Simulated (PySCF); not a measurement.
All values below come from PySCF 2.14.0 with B3LYP-D3(BJ)/def2-TZVP. Gas-phase values, no solvent. One relaxed conformer stands for a flexible species; it need not be the lowest. B3LYP has the VWN-RPA correlation part, as in Gaussian. 

Reference species (SMILES): `C1=NCC1` (neutral, multiplicity 1).

| Property | Value |
|---|---|
| HOMO–LUMO gap | 6.82 eV |
| HOMO | -7.21 eV |

Changed species: `C(/C=N\[H])=C` (C–C–C–N torsion 180°).

Problem. Give the shifts of the HOMO–LUMO gap and HOMO.

Solution. the HOMO–LUMO gap falls by 0.96 eV, to 5.86 eV; the HOMO falls by 0.29 eV, to -7.50 eV.
